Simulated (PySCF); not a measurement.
# One molecule, several mistakes: Al2BFH3 cation

All numbers below are calculated, not measured. The program is PySCF 2.14.0, an open-source quantum chemistry code, run on an isolated molecule that a program drew, which may never have been made. The molecule is Al2BFH3 cation (charge +1, singlet), drawn as the SMILES string `[BH2][AlH][Al+][F]`.

Each row is a Hartree-Fock (HF) and frozen-core CCSD(T) single point in the cc-pV(D+d)Z basis, meant for a local HF minimum. Run 1 is clean. Each other run has one planted mistake out of seven kinds, and not every kind appears here: one electron removed, one electron added, multiplicity raised by two, geometry at a saddle point, minimal basis STO-3G, one bond length entered in bohr, all coordinates scaled. The reference is restricted for singlets and unrestricted otherwise, and also for a bond in bohr. Adding or removing an electron swaps singlet and doublet. Electrons count all cores. HOMO and LUMO are orbital energies over both spins, the gradient is its largest component, and the lowest frequency (negative if imaginary) is given only where the gradient is small. Bond lengths are over the 6 bonds as drawn. T1 is the CCSD diagnostic: over 0.02 (restricted) or 0.045 (unrestricted) a single reference is doubtful.

Geometry of the clean run:
```xyz
7
Al2BFH3 cation, angstrom
B    -2.4332    0.9720   -1.0448
Al   -1.1432   -0.7418   -1.1205
Al    1.4265   -0.0537   -2.0206
F     2.9176    0.3240   -2.5402
H    -3.0773    1.2721   -2.0040
H    -2.4837    1.6330   -0.0521
H    -0.9979   -2.2762   -0.8844
```

```
run,electrons,basis functions,<S^2>,HOMO (eV),LUMO (eV),gradient (hartree/bohr),lowest frequency (cm^-1),mean bond (Å),longest bond (Å),T1,HF (hartree),CCSD(T) (hartree),mistake
1,42,89,0.000,-15.17,-4.86,1.9e-05,71,1.7542,2.808,0.0159,-609.49462,-609.90907,no fault
2,42,89,0.000,-15.15,-5.24,3.5e-05,-126,1.7588,2.815,0.0153,-609.49242,-609.90635,geometry at a saddle point
3,42,89,0.713,-13.88,-4.94,1.7e-02,-,1.9312,2.808,0.0629,-609.37580,-609.78898,one bond length entered in bohr
4,42,89,2.030,-12.26,-6.52,2.5e-02,-,1.7542,2.808,0.0223,-609.38967,-609.79650,multiplicity raised by two
5,42,89,0.000,-14.97,-4.78,4.7e-02,-,1.8647,2.985,0.0174,-609.47724,-609.89623,?
6,43,89,0.764,-5.68,0.34,4.2e-02,-,1.7542,2.808,0.0192,-609.68793,-610.11880,?
```

**Which mistake was planted in run 5, and what did it cost?**

The mean and the longest bond both change by the same factor, 1.063, and the gradient is no longer small. So the mistake is: all coordinates scaled. Subtracting run 1 and multiplying by 627.51 kcal/mol a hartree, the energy moved by 10.9 kcal/mol in HF and 8.1 kcal/mol in CCSD(T).

**Which mistake was planted in run 6, and what did it cost?**

It counts 43 electrons, one more than the clean run, at the same geometry and basis. So the mistake is: one electron added. Subtracting run 1 and multiplying by 627.51 kcal/mol a hartree, the energy moved by -121.3 kcal/mol in HF and -131.6 kcal/mol in CCSD(T).

Cautions from the logs. Run 3: T1 is over the limit, so its CCSD(T) energy is less reliable.
